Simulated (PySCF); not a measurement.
Species: C4H7Cl3O2Si.
Z-matrix (Å and degrees, GFN2-xTB geometry), rows numbered from 1:
```
Cl
C   1  1.7695
Cl  2  1.7704  1  109.90
C   2  1.5272  1  110.25  3   122.97
C   4  1.5350  2  113.21  1   -66.67
O   5  1.3991  4  112.05  2   178.50
C   6  1.4293  5  113.30  4    75.43
Si  7  1.9104  6  107.38  5   -59.41
Cl  8  1.9896  7  114.86  6   148.21
O   4  1.3993  2  106.98  1   170.58
H   2  1.0927  1  108.09  3  -116.46
H   4  1.0997  2  108.09  1    53.52
H   5  1.0988  4  108.90  2   -58.94
H   5  1.0921  4  109.41  2    60.85
H   7  1.0997  6  109.03  5    63.34
H   7  1.0889  6  104.91  5   178.37
H   8  1.4583  7  110.88  6   -82.07
```

Probes without a nucleus sit at each ring's centroid and 1 Å off its mean plane on both sides; NICS is minus the shielding there, NICSzz its component along the normal. Level: GIAO PBE0/pcSseg-1 (PySCF, non-relativistic, gas phase) on the GFN2-xTB geometry, one conformer.

Ring bond lengths (Å), with Mayer bond orders in brackets: C4–C5 1.535 (1.00), C5–O6 1.399 (0.92), O6–C7 1.429 (0.88), C7–Si8 1.910 (0.89), Si8–O10 1.632 (0.96), O10–C4 1.399 (0.87).

Task: Give the NICS values of each ring in ppm.

Result: 
```json
{"ring": "C4–C5–O6–C7–Si8–O10", "type": "6-membered ring with 2 O and Si; formal bonds all single", "NICS(0)": "-1.6", "NICS(1), two faces": "-1.4 / -1.1", "NICS(1)zz, two faces": "5.3 / 2.5", "rms pucker (Å)": "0.22", "centre to ring atoms, mean (Å)": "1.50"}
```

Task: What do they say, and how far can they be read as aromaticity?

Result: 
- C4–C5–O6–C7–Si8–O10: mean NICS(1)zz 3.9 ppm, deshielded. C4, C5, C7, Si8 have four or more neighbours, so the value isn't read as a sign of a π ring current.

Task: How shielded are the nuclei of the rings and their hydrogens (means over atoms taken as equivalent)?

Result: 
```tsv
atoms	environment	σ isotropic (ppm)
C4	sp3 carbon bound to oxygen	105.9
C5	sp3 carbon bound to oxygen	115.7
O6	cyclic ether oxygen	332.0
C7	sp3 carbon bound to oxygen	120.2
Si8	chlorine-bound silicon	364.9
O10	silyl ether oxygen	268.0
H12	methine hydrogen	27.30
H13	methylene hydrogen	27.75
H14	methylene hydrogen	27.39
H15	methylene hydrogen	28.18
H16	methylene hydrogen	27.91
H17	Si–H hydrogen	26.28
```

The run took 54 s wall (grids of density and orbitals included) on one thread of an Intel Xeon 6975P-C, no GPU, shared host with 192 logical CPUs at a one-minute load of 91, and the process peaked at 1.1 GiB of memory. This is the whole shielding run at PBE0/pcSseg-1, SCF included.
